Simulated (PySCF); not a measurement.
# C₆ coefficients of unlike pairs at PBE

Calculated with PySCF 2.14 from the dipole response of each species, C₆(A,B) = (3/π) ∫ α_A(iu) α_B(iu) du, in atomic units, from isotropic polarisabilities. For ions this is the dispersion term alone; charge-induced terms of lower order in 1/R come first.

| species | configuration | basis | relativity | α (bohr³) | C₆ (like pair) |
| --- | --- | --- | --- | --- | --- |
| As(2+) | [Ar] 3d10 4s2 4p1 (2P) | x2c-TZVPPall with one added diffuse shell each of s, p, d type (7s6p5d1f) | spin-free X2C | 10.11 | 43.14 |
| Sn(3+) | [Kr] 4d10 5s1 (2S) | aug-cc-pwCVTZ-DK3 with one added diffuse shell each of s, p, d, f type (11s10p8d5f1g) | spin-free X2C | 8.839 | 35.82 |
| Ti(2+) | [Ar] 3d2 (3F) | dyall-av2z (16s12p7d2f) | none | 5.115 | 15.22 |

(1) Estimate C₆ for Ti(2+) with Sn(3+).

No spin-orbit coupling is included.

The other pairs:

| pair | C₆ |
| --- | --- |
| Sn(3+), As(2+) | 38.47 |
| Ti(2+), As(2+) | 24.75 |

Results:

(1) The integral gives 23.23. The combination rule 2 C_A C_B / (C_A α_B/α_A + C_B α_A/α_B) gives 23.19 and the geometric mean 23.35.
